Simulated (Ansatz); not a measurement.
```yaml
crystal:
  periodic: [false, false, false]
  atoms:
    - {symbol: O, position_ang: [-1.105379, 2.148010, 0.303039]}
    - {symbol: C, position_ang: [-0.408628, 1.018712, 0.452541]}
    - {symbol: N, position_ang: [-0.258706, 0.174446, -0.463546]}
    - {symbol: Si, position_ang: [0.632496, -1.297917, -0.315172]}
    - {symbol: H, position_ang: [-1.436138, 2.151433, -0.607680]}
    - {symbol: H, position_ang: [-0.009095, 0.962445, 1.471645]}
    - {symbol: H, position_ang: [1.218822, -1.462490, 1.049311]}
    - {symbol: H, position_ang: [-0.274120, -2.440366, -0.591783]}
    - {symbol: H, position_ang: [1.729348, -1.300574, -1.315454]}
basis:
  gaussian: {orbitals: aug-cc-pVTZ, nuclear_model: gaussian}
hamiltonian: {xc: {name: HF}, pseudopotentials: {relativity: scalar}}
correlation: {method: mp2}
output: {forces: true}
```

```sh
$ ansatz run in.yaml --threads 2 --pin off --events-out ev --progress --plain --max-ram 4352MiB
```

Shortened log:

```
Functional definition: HF
1727 factors; integrals over basis functions are off by at most 1.3e-3 eV
mean field evaluation 1: about -12506.5219 eV, gradient 4.1e1 eV
mean field evaluation 2: about -12506.6877 eV, gradient 4.1e1 eV
mean field evaluation 4: about -12510.3624 eV, gradient 4.2e0 eV
mean field evaluation 8: about -12510.4318 eV, gradient 3.7e-1 eV
mean field -12510.43296943 eV, -459.7499317506 hartree, gradient 9.6e-6 eV, S^2 0.000000; 0 other end points of the search recorded, 0 dependent functions left out
8 core orbitals not correlated: weight in the atoms' cores, before any rotation towards them, 1.000 or more for the frozen orbitals, at most 0.000 for the correlated occupied ones
reference -12510.43296943 eV, -459.7499317506 hartree; 12, 12 occupied and 283, 283 virtual orbitals, 1727 factors
second order -20.10477727 eV of doubles, -0.00000000 eV of singles
mean field evaluation 16: about -12510.4330 eV, gradient 9.6e-6 eV
Total energy: -12530.53774671 eV, -460.4887686879 hartree
Relativity: scalar
Atom 0 at    -1.105379     2.148010     0.303039 Å, force    -0.234219     0.478686     0.105362 eV/Å
Atom 1 at    -0.408628     1.018712     0.452541 Å, force     0.216464    -0.022893     0.568573 eV/Å
Atom 2 at    -0.258706     0.174446    -0.463546 Å, force    -0.125067    -0.118707    -0.534653 eV/Å
Atom 3 at     0.632496    -1.297917    -0.315172 Å, force     0.297125    -0.500817     0.034178 eV/Å
Atom 4 at    -1.436138     2.151433    -0.607680 Å, force    -0.004358    -0.044571    -0.083229 eV/Å
Atom 5 at    -0.009095     0.962445     1.471645 Å, force    -0.050302     0.020896    -0.108739 eV/Å
Atom 6 at     1.218822    -1.462490     1.049311 Å, force    -0.064714     0.036482    -0.122507 eV/Å
Atom 7 at    -0.274120    -2.440366    -0.591783 Å, force     0.081505     0.131834     0.034563 eV/Å
Atom 8 at     1.729348    -1.300574    -1.315454 Å, force    -0.116433     0.019090     0.106452 eV/Å
Dipole moment:    -0.009938     0.059888     0.067099 e Å
```

It took 27 s on 2 threads of an Arm Neoverse V1 on a shared host, with 1.1 GiB of host memory at the peak.
